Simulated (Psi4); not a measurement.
H3S, charge +1, singlet, geometry from GFN2-xTB; PBE0/cc-pVTZ run with Psi4.

Input for Psi4:
```
memory 2 GB

molecule mol {
1 1
S     0.105582   -0.001908    0.046136
H    -0.318222    0.997054   -0.765660
H    -0.350826   -0.980451   -0.772822
H    -1.020267    0.013923    0.800299
}

set {
  basis cc-pvtz
  reference rks
}

energy('pbe0')
print_variables()
```

Output, abridged:

```
   => Loading Basis Set <=

    Name: CC-PVTZ
    Role: ORBITAL
    Keyword: BASIS

         ---------------------------------------------------------
                                   SCF
               by Justin Turney, Rob Parrish, Andy Simmonett
                          and Daniel G. A. Smith
                              RKS Reference
         ---------------------------------------------------------

  ==> Geometry <==

    Molecular point group: c1
    Full point group: C1

    Geometry (in Angstrom), charge = 1, multiplicity = 1:

       Center              X                  Y                   Z               Mass
    ------------   -----------------  -----------------  -----------------  -----------------
         S            0.057771879779    -0.001043951626     0.025244651019    31.972071174400
         H           -0.366032120221     0.997918048374    -0.786551348981     1.007825032230
         H           -0.398636120221    -0.979586951626    -0.793713348981     1.007825032230
         H           -1.068077120221     0.014787048374     0.779407651019     1.007825032230

  Running in c1 symmetry.

  Rotational constants: A =      4.89693  B =      4.89693  C =      4.27614 [cm^-1]
  Rotational constants: A = 146806.25067  B = 146806.22495  C = 128195.59313 [MHz]
  Nuclear repulsion =   19.545774281678323

  Charge       = 1
  Multiplicity = 1
  Electrons    = 18
  Nalpha       = 9
  Nbeta        = 9

  ==> Algorithm <==

  SCF Algorithm Type is DF.
  DIIS enabled.
  MOM disabled.
  Fractional occupation disabled.
  Guess Type is SAD.
  Energy threshold   = 1.00e-06
  Density threshold  = 1.00e-06
  Integral threshold = 1.00e-12

  ==> Primary Basis <==

  Basis Set: CC-PVTZ
    Blend: CC-PVTZ
    Number of shells: 30
    Number of basis functions: 76
    Number of Cartesian functions: 84
    Spherical Harmonics?: true
    Max angular momentum: 3

  ==> DFT Potential <==

   => LibXC <=

    Version 7.1.2
    S. Lehtola, C. Steigemann, M. J. T. Oliveira, and M. A. L. Marques,  SoftwareX 7, 1–5 (2018) (10.1016/j.softx.2017.11.002)

   => Composite Functional: PBE0 <=

    PBE0 Hyb-GGA Exchange-Correlation Functional

    C. Adamo and V. Barone,  J. Chem. Phys. 110, 6158 (1999) (10.1063/1.478522)
    M. Ernzerhof and G. E. Scuseria,  J. Chem. Phys. 110, 5029 (1999) (10.1063/1.478401)

    Deriv               =              1
    GGA                 =           TRUE
    Meta                =          FALSE

    Exchange Hybrid     =           TRUE
    MP2 Hybrid          =          FALSE

   => Exchange Functionals <=

    0.7500   Perdew, Burke & Ernzerhof

   => Exact (HF) Exchange <=

    0.2500               HF

   => Correlation Functionals <=

    1.0000   Perdew, Burke & Ernzerhof

   => LibXC Density Thresholds  <==

    XC_HYB_GGA_XC_PBEH:  1.00E-15

   => Molecular Quadrature <=

    Radial Scheme          =       TREUTLER
    Pruning Scheme         =           NONE
    Nuclear Scheme         =       TREUTLER

    Blocking Scheme        =         OCTREE
    BS radius alpha        =              1
    Pruning alpha          =              1
    Radial Points          =             75
    Spherical Points       =            302
    Total Points           =          87209
    Total Blocks           =            694
    Max Points             =            256
    Max Functions          =             76
    Weights Tolerance      =       1.00E-15

   => Loading Basis Set <=

    Name: (CC-PVTZ AUX)
    Role: JKFIT
    Keyword: DF_BASIS_SCF

  ==> Integral Setup <==

  SCF_SUBTYPE=INCORE selected. In-core MEM_DF algorithm will be used.
  Using in-core AOs.

  ==> MemDFJK: Density-Fitted J/K Matrices <==

    J tasked:                   Yes
    K tasked:                   Yes
    wK tasked:                   No
    Algorithm:                 Core
    Schwarz Cutoff:           1E-12
    Mask sparsity (%):       0.0000
    Fitting Condition:        1E-10

   => Auxiliary Basis Set <=

  Basis Set: (CC-PVTZ AUX)
    Blend: CC-PVTZ-JKFIT
    Number of shells: 67
    Number of basis functions: 211
    Number of Cartesian functions: 250
    Spherical Harmonics?: true
    Max angular momentum: 4

  Minimum eigenvalue in the overlap matrix is 2.7240591285E-03.
  Reciprocal condition number of the overlap matrix is 5.1523746210E-04.
    Using symmetric orthogonalization.

  ==> Pre-Iterations <==

  SCF Guess: Superposition of Atomic Densities via on-the-fly atomic UHF (no occupation information).

   -------------------------
    Irrep   Nso     Nmo
   -------------------------
     A         76      76
   -------------------------
    Total      76      76
   -------------------------

  ==> Iterations <==

                           Total Energy        Delta E     RMS |[F,P]|

   @DF-RKS iter SAD:  -399.80430244100040   -3.99804e+02   0.00000e+00
   @DF-RKS iter   1:  -399.53660043804581    2.67702e-01   2.30366e-03 DIIS/ADIIS
   @DF-RKS iter   2:  -399.54222055528845   -5.62012e-03   1.28874e-03 DIIS/ADIIS
   @DF-RKS iter   3:  -399.54574855730090   -3.52800e-03   2.32490e-04 DIIS/ADIIS
   @DF-RKS iter   4:  -399.54592994488172   -1.81388e-04   3.29237e-05 DIIS
   @DF-RKS iter   5:  -399.54593377412260   -3.82924e-06   7.66702e-06 DIIS
   @DF-RKS iter   6:  -399.54593396257116   -1.88449e-07   2.54434e-07 DIIS
  Energy and wave function converged.

  ==> Post-Iterations <==

   Electrons on quadrature grid:
      Ntotal   =   17.9999928019 ; deviation = -7.198e-06

    Orbital Energies [Eh]
    ---------------------

    Doubly Occupied:

[...]
    Virtual:

[...]
      76A      6.040035

    Final Occupation by Irrep:
              A
    DOCC [     9 ]
    NA   [     9 ]
    NB   [     9 ]

  @DF-RKS Final Energy:  -399.54593396257116

   => Energetics <=

    Nuclear Repulsion Energy =             19.5457742816783231
    One-Electron Energy =                -584.0652646601677134
    Two-Electron Energy =                 184.8685305186160406
    DFT Exchange-Correlation Energy =     -19.8949741026977236
    Empirical Dispersion Energy =           0.0000000000000000
    VV10 Nonlocal Energy =                  0.0000000000000000
    Total Energy =                       -399.5459339625711550

Computation Completed

Properties will be evaluated at   0.000000,   0.000000,   0.000000 [a0]

Properties computed using the SCF density matrix

 Multipole Moments:

 ------------------------------------------------------------------------------------
     Multipole            Electronic (a.u.)      Nuclear  (a.u.)        Total (a.u.)
 ------------------------------------------------------------------------------------

 L = 1.  Multiply by 2.5417464519 to convert [e a0] to [Debye]
 Dipole X            :          1.0458298           -1.7166183           -0.6707885
 Dipole Y            :         -0.0189002            0.0310197            0.0121195
 Dipole Z            :          0.4569989           -0.7501129           -0.2931139
 Magnitude           :                                                    0.7321338

 ------------------------------------------------------------------------------------

  Variable Map:
  ----------------------------------------------------------------------------
[...]
  Array Variable Map:
  ----------------------------------------------------------------------------
[...]
[...]
```
